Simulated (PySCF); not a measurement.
Cl2Si, SMILES Cl[Si]Cl (connectivity only; charge and spin as stated), charge -1, multiplicity 2. Atoms are numbered in the order given.

```xyz
3

Si     0.0000     0.0000     1.0474
Cl     0.0000    -1.7305    -0.4313
Cl     0.0000     1.7305    -0.4313
```
Charge -1, spin multiplicity 2.

Geometry: PBE-D3(BJ)/def2-SVPD. The spin state was assumed, not searched. The isomer is the one that the SMILES or the coordinates give; other isomers of the formula were not compared.

All values below come from PBE-D3(BJ)/def2-SVPD run with PySCF.

Frequencies are harmonic and unscaled.

### Question
Give all harmonic wavenumbers and intensities. (Estimate from the structure and the level; the computed values follow.)

### Answer

```json
[
 {"mode": "1", "ν (cm⁻¹)": "135", "IR (km/mol)": "0.5", "moving atoms (share of kinetic energy)": "Cl 87 %, Si 13 %"},
 {"mode": "2", "ν (cm⁻¹)": "340", "IR (km/mol)": "133.0", "moving atoms (share of kinetic energy)": "Si 59 %, Cl 41 %"},
 {"mode": "3", "ν (cm⁻¹)": "375", "IR (km/mol)": "50.0", "moving atoms (share of kinetic energy)": "Si 59 %, Cl 41 %"}
]
```
